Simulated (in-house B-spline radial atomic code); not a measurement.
Binding energies in V8+

NIST's tabulated ground configuration is [Ne] 3s2 3p3; each binding energy is the energy of the ion with one electron taken from that subshell, relaxed, less that of the parent. All numbers are computed (Dirac-Hartree-Fock, average of configuration; Fermi nucleus of rms radius 3.6002 fm) with an all-electron radial atomic-structure program (B-spline basis), not measured. Energies include first-order Breit, QED and recoil terms.

```
subshell  X-ray name  binding energy (eV)  -ε (eV)  relaxation (eV)
      1s           K               5666.7   5700.9             26.6
      2s          L1                824.7    831.1              5.9
      3s          M1                229.9    230.6              0.6
      3p        M2,3                200.4    201.0              0.6
```

Relaxation = -ε minus the binding energy without Breit, QED and recoil terms.

Question: What does it cost to remove both a 1s and a 3p electron?

Answer: 5904.9 eV, which is 37.89 eV more than the two single binding energies together.

Question: What does it cost to remove two 3p electrons?

Answer: 427.05 eV, which is 26.31 eV more than the two single binding energies together.

Question: What does it cost to remove two 1s electrons?

Answer: 11675 eV, which is 341.6 eV more than the two single binding energies together.
